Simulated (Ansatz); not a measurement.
Basis-set extrapolation for C4H10F3NSi, SMILES `CC(C)(C)N[Si](F)(F)F` (PBE0-D4/def2-TZVP geometry, frozen core, the Gaussian-basis code of Ansatz). Multiplicity 1, RHF reference.

```json
{"": "HF", "def2-TZVPP": "-799.491609", "def2-QZVPP": "-799.526055"}
{"": "MP2 correlation", "def2-TZVPP": "-1.771209", "def2-QZVPP": "-1.912910"}
{"": "CCSD(T) correlation", "def2-TZVPP": "-1.883842", "def2-QZVPP": "not run"}
```

Energies in hartree. Use E(X) = E(∞) + A·exp(−7.88·√X) for Hartree–Fock and E(X) = E(∞) + B·X^(−2.97) for correlation, with X = 3 and 4, and add CCSD(T) minus MP2 of the smaller set to the MP2 limit.

**Question.** What is the CCSD(T) energy at the basis-set limit?

**Answer.** HF limit: -799.526055 + (-0.034446) × 0.13774 = -799.53080. MP2 limit: -1.912910 + (-0.141701) × 0.74074 = -2.01787. Higher-order term: -1.883842 − (-1.771209) = -0.11263. Total: -801.66130 hartree, 7.78 eV below CCSD(T)/def2-TZVPP.
